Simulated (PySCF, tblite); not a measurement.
C7H9FO.
Bonds: C1–C2 (triple), C2–C3, C3–O4 (double), C3–C5, C5–C6, C5–C7, C5–C8, C8–F9. Hydrogens: H10 on C1; H11, H12, H13 on C6; H14, H15, H16 on C7; H17, H18 on C8.

Computed geometry: GFN2-xTB, gas phase.

(1) Give the optimised bond lengths and angles.

Results:

(1) 
```
                   bond  length (Å)   order
                  C1≡C2       1.201  triple
                  C2–C3       1.439  single
                  C3=O4       1.207  double
                  C3–C5       1.525  single
           C5–C6, C5–C7       1.533  single
                  C5–C8       1.532  single
                  C8–F9       1.372  single
                 C1–H10       1.051  single
C6–H11 and 5 like bonds       1.088  single
         C8–H17, C8–H18       1.094  single
```

Bonds in one row agree within 0.01 Å and their mean is given. Orders are formal, as drawn. A selection of angles:
```
     angle  degrees
 C2–C1–H10    178.9
  C1–C2–C3    177.2
  C2–C3–O4    122.4
  C2–C3–C5    113.7
  O4–C3–C5    123.9
  C3–C5–C6    109.0
  C3–C5–C8    108.1
  C6–C5–C7    110.6
  C6–C5–C8    110.2
 C5–C6–H11    109.4
 C5–C6–H12    110.5
H11–C6–H12    108.9
  C5–C8–F9    110.5
 C5–C8–H17    111.2
 F9–C8–H17    107.1
H17–C8–H18    109.6
```

Torsions: C2–C3–C5–C6 -60° (synclinal); C3–C5–C8–F9 180° (antiperiplanar).

The 6 C–C bonds span 1.201 Å (C1≡C2, drawn triple) to 1.533 Å (C5–C6, drawn single), a spread of 0.332 Å. Of the pairs four or more bonds apart, C2···H12 is among the closest relative to their van der Waals radii: 2.65 Å, 91 % of the sum of Bondi's values.

Point group: Cs (every atom within 0.08 Å of its image). Its GFN2-xTB frequencies are all real (lowest 38 cm⁻¹). The numbers are those of one conformer.
